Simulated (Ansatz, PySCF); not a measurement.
C2H7O2Sb, SMILES C[O][SbH][O]C. Atoms are numbered in the order given.

```xyz
12

Sb    -0.4563    -0.0397     0.5313
H     -1.6365    -0.9136    -0.3817
O     -0.2077     1.1747    -1.0335
C      0.7373     2.2042    -0.9486
H      1.7772     1.8305    -1.0104
H      0.5805     2.8920    -1.7961
H      0.6535     2.8035    -0.0195
O      1.0350    -1.2899     0.1396
C      1.1652    -1.8246    -1.1504
H      1.1494    -1.0457    -1.9340
H      2.1297    -2.3555    -1.2114
H      0.3618    -2.5508    -1.3843
```

Geometry: PBE0-D3(BJ)/def2-SVP. The structure was generated by enumeration; whether it is a known compound was not checked. The def2 effective core potentials stand for the cores of Sb; spin–orbit coupling is left out. Other conformers were not sampled.

Two levels are set side by side: PBE-D3(BJ)/def2-SVP (Ansatz, a program for electronic structure) and PBE0-D3(BJ)/def2-SVP (Ansatz). Each level has its own optimised geometry; the coordinates shown are those of the second. Frequencies come from the Hessian of PySCF at each geometry. Differences are taken from unrounded values.

```json
[
 {"quantity": "mean bond length (Å)", "PBE0-D3(BJ)": "1.377"},
 {"quantity": "bond Sb1–O3 (Å)", "PBE0-D3(BJ)": "1.996"},
 {"quantity": "bond Sb1–O8 (Å)", "PBE0-D3(BJ)": "1.985"},
 {"quantity": "bond O3–C4 (Å)", "PBE0-D3(BJ)": "1.400"},
 {"quantity": "bond O8–C9 (Å)", "PBE0-D3(BJ)": "1.402"},
 {"quantity": "bond Sb1–H2 (Å)", "PBE0-D3(BJ)": "1.729"},
 {"quantity": "bond C4–H5 (Å)", "PBE0-D3(BJ)": "1.107"},
 {"quantity": "bond C4–H6 (Å)", "PBE0-D3(BJ)": "1.103"},
 {"quantity": "bond C4–H7 (Å)", "PBE0-D3(BJ)": "1.109"},
 {"quantity": "bond C9–H10 (Å)", "PBE0-D3(BJ)": "1.105"},
 {"quantity": "bond C9–H11 (Å)", "PBE0-D3(BJ)": "1.103"},
 {"quantity": "bond C9–H12 (Å)", "PBE0-D3(BJ)": "1.108"},
 {"quantity": "highest harmonic wavenumber (cm⁻¹)", "PBE0-D3(BJ)": "3118"},
 {"quantity": "mean harmonic wavenumber (cm⁻¹)", "PBE0-D3(BJ)": "1321"},
 {"quantity": "zero-point energy (kcal/mol)", "PBE0-D3(BJ)": "56.67"}
]
```

### Question
What does PBE-D3(BJ) give, and how far is it from PBE0-D3(BJ)? (Estimate from the structure and the level; the computed values follow.)

### Answer

```
quantity                            PBE-D3(BJ)  PBE-D3(BJ) minus PBE0-D3(BJ)
----------------------------------  ----------  ----------------------------
mean bond length (Å)                     1.393                         0.016
bond Sb1–O3 (Å)                          2.030                         0.034
bond Sb1–O8 (Å)                          2.019                         0.034
bond O3–C4 (Å)                           1.415                         0.015
bond O8–C9 (Å)                           1.417                         0.015
bond Sb1–H2 (Å)                          1.751                         0.022
bond C4–H5 (Å)                           1.116                         0.009
bond C4–H6 (Å)                           1.112                         0.009
bond C4–H7 (Å)                           1.118                         0.009
bond C9–H10 (Å)                          1.114                         0.009
bond C9–H11 (Å)                          1.112                         0.009
bond C9–H12 (Å)                          1.117                         0.009
highest harmonic wavenumber (cm⁻¹)        3018                          -100
mean harmonic wavenumber (cm⁻¹)           1270                           -51
zero-point energy (kcal/mol)             54.48                         -2.19
```

Exact exchange shortens and stiffens bonds; PBE has none. Differences between two approximate levels are no errors against the true value.
